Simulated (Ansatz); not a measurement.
BrGaHS, SMILES `[SH][Ga][Br]` radical, relaxed with UKS PBE0-D4/def2-TZVP in the Gaussian-basis code of Ansatz from a PBE-D4/def2-SVP geometry. The force threshold is 0.005 eV/Å; the program also tests the step.

The species carries charge 0 and has multiplicity 2.

Start:

```xyz
4

S     0.819    0.149    1.421
Ga   -0.923   -0.757    0.281
Br   -1.122   -0.191   -1.994
H     1.226    0.798    0.291
```

Question: By how much does the energy fall, and how many steps does the optimiser take? (Best estimate.)

Answer: Ansatz gave: 1.64 kJ/mol, in 4 steps.

Question: Which bonds change most? (Best estimate.)

Answer: The calculation gave: S1–Ga2 from 2.270 to 2.234 Å; Ga2–Br3 from 2.353 to 2.322 Å; S1–H4 from 1.366 to 1.346 Å.

Question: Give the relaxed structure. (Best estimate.)

Answer: Computed: 
```xyz
4

S     0.803    0.145    1.399
Ga   -0.909   -0.745    0.274
Br   -1.118   -0.194   -1.972
H     1.224    0.795    0.298
```
